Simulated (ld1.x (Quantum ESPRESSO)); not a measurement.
# What the settings do to the TM semilocal potential of strontium

Base potential:

| Property | Result |
| --- | --- |
| Element | Sr |
| Generator | ld1.x (Quantum ESPRESSO) 7.5 |
| Type | norm-conserving Troullier–Martins (semilocal form) |
| Functional | LDA (PZ) |
| Relativity | scalar-relativistic |
| Frozen core | [Ar] 3d10 4s2 |
| Valence charge | 8 |
| Reference configuration | 4p6 4d0 5s2 5p0 |
| Partial waves | 4p (bound): rc 2.60 bohr; 4d (bound, empty): rc 3.80 bohr; 5s (bound): rc 2.95 bohr |
| Local potential | the s channel |
| Core correction | none |

All-electron outer shells of the reference configuration (LDA (PZ), scalar-relativistic, ld1.x):

```csv
shell,level (eV),outermost node (bohr),outermost maximum (bohr)
3d,-128.23,–,0.38
4s,-40.91,0.59,1.19
4p,-22.85,0.61,1.32
5s,-3.64,1.65,3.62
4d,-1.41,0.65,2.14
5p,-1.32,1.96,4.83
```

Cutoffs, loose and tight: the cutoffs (Ry, on a coarse ladder) from which the occupation-weighted sum of valence levels, in a spherical-Bessel basis at the reference potential, stays within 10 and 1 mRy of its value at 400 Ry. They do not see the model core or the augmentation charge, which bear on the density cutoff. Test errors are all-electron minus pseudo excitation energies from the reference, over the configurations 4p6 4d0 5s1 5p0; 4p6 4d0 5s0 5p0; 4p6 4d0 5s1.5 5p0; 4p6 4d0 5s0 5p2; 4p6 4d0 5s1 5p1; 4p6 4d1 5s0 5p0; 4p6 4d0 5s0 5p1 (two spin-polarised tests are not counted in the largest error). A dash means not determined; rows that change the core or the reference have their own tests.

A true bound ghost makes a file unfit for plane-wave use even where its test errors are small: the radial tests pick states by their node count and pass the ghost by.

A semilocal file is local in each channel, so a ghost entry of none says nothing of the separable form that plane-wave codes build from it.

```tsv
change	outcome	cutoff, loose	cutoff, tight	bound ghosts	largest test error (meV)
base	generated	18 Ry	30 Ry	none	+102
all radii scaled by about 0.77 (s 2.26, p 2.00, d 2.92 bohr)	generated	35 Ry	55 Ry	s (extra level of the local part)	+72
all radii scaled by about 0.82 (s 2.42, p 2.14, d 3.12 bohr)	generated	18 Ry	40 Ry	none	+80
all radii scaled by about 0.92 (s 2.70, p 2.38, d 3.48 bohr)	generated	18 Ry	30 Ry	none	+98
all radii scaled by about 1.06 (s 3.12, p 2.76, d 4.02 bohr)	generated	18 Ry	25 Ry	none	+91
all radii scaled by about 1.25 (s 3.68, p 3.24, d 4.74 bohr)	generated	15 Ry	25 Ry	none	-98
all radii scaled by about 1.31 (s 3.86, p 3.40, d 4.98 bohr)	generated	15 Ry	25 Ry	none	-154
all radii scaled by about 1.37 (s 4.04, p 3.56, d 5.20 bohr)	generated	15 Ry	25 Ry	none	-290
```

(1) What comes out with this change to the base: all radii scaled by about 1.14 (s 3.38, p 2.98, d 4.34 bohr)?

Answers

(1) outcome: generated; cutoff, loose: 15 Ry; cutoff, tight: 25 Ry; bound ghosts: none; largest test error (meV): +45.

Reading the sweep of the scale of all radii (base = 1) (base included, trends over the rows without a ghost): The loose cutoff stays near 15 Ry. The median size of the test errors (rows with all tests solved) stays near 19.0 meV. Bound ghosts are found at 0.77.
